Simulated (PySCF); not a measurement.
# Static response to an electric field

C3H12NPSi.
Structure used (GFN2-xTB), in Å, numbered top down from 1:
```xyz
18
C3H12NPSi angstrom
C     -2.2375    0.8427   -0.0527
C     -1.3232   -0.2406   -0.5973
N     -0.3363   -0.6769    0.3798
C      0.4591   -1.7791   -0.1208
P      0.4420    0.5409    1.3102
Si     2.2046    1.2612    0.0905
H     -1.6837    1.7677    0.1040
H     -3.0456    1.0328   -0.7551
H     -2.6572    0.5253    0.8986
H     -1.9201   -1.1238   -0.8548
H     -0.8359    0.1102   -1.5217
H     -0.2105   -2.6027   -0.3784
H      1.1415   -2.1172    0.6584
H      1.0442   -1.5184   -1.0119
H      1.1692   -0.3799    2.0699
H      3.4354    1.2000    0.8777
H      1.9066    2.6456   -0.2822
H      2.4386    0.5185   -1.1550
```

Level: PBE0/def2-SVPD (PySCF), static field, nuclei fixed, core orbitals frozen in the response. The polarisability tensor in these axes (au):

```
x   115.18   7.75   0.05
y     7.75  98.44   1.74
z     0.05   1.74  92.20
```

Problem. Diagonalise the tensor; give its mean and Δα, where Δα² is half the sum of the squared differences of the eigenvalues.

Solution. Principal values 91.52, 96.06 and 118.24 au; mean 101.94 au = 15.11 Å³ = 16.81 × 10⁻⁴⁰ C²·m²/J; Δα = 24.76 au (24 % of the mean).

Problem. What is the dipole moment, and where does it point?

Solution. (-0.26, -1.01, -0.91) D, 1.39 D in size, pointing from the negative to the positive side. Measured along this direction, the outermost atoms are H16 and H17 at the negative end and H12 at the positive end.

Problem. Find the Langevin capture rate constant for H3O+ (19.018 u) meeting this molecule (121.048 u), k = 2.342 × 10⁻⁹ cm³/s × √(α in Å³ / reduced mass in u).

Solution. The reduced mass is 16.44 u, so k = 2.25 × 10⁻⁹ cm³/s. The formula leaves out the permanent dipole, which adds to the capture rate.

Problem. Refractivity n − 1 of an ideal gas of it at 298.15 K and 1 atm, from the electronic α?

Solution. N = p/kT = 2.4615 × 10¹⁹ cm⁻³, so n − 1 = 2π × N × 15.11 × 10⁻²⁴ cm³ = 2336 × 10⁻⁶ at long wavelengths, for an ideal gas.

Problem. In a dilute gas of rigid molecules at 500 K, how does the orientational term μ²/3kT compare with the electronic polarisability?

Solution. In Gaussian units μ²/3kT = 9.27 Å³ against 15.11 Å³, a ratio of 0.61; the Debye molar polarisation (4π/3)N_A(α + μ²/3kT) is 61.5 cm³/mol, leaving out the vibrational part.

Problem. Rayleigh depolarisation ratio (linearly polarised light, static tensor)?

Solution. ρ = 3Δα²/(45ᾱ² + 4Δα²) = 1839.7/(467636 + 2453.0) = 0.00391.

Problem. Give the principal axes and the span of the nuclei along them.

Solution. Largest value along (0.93, 0.37, 0.03), where the nuclei span 6.13 Å; middle along (-0.35, 0.86, 0.38), 4.44 Å; least along (0.12, -0.36, 0.92), 3.73 Å. The response follows the extents in order.

Geometry: GFN2-xTB, one conformer, isolated molecule. GFN2-xTB frequencies show an imaginary mode (82i cm⁻¹), so this geometry is no minimum at that level.

The run behind these numbers computed excited states as well. The run took about 90 s of CPU time (one thread, shared machine).
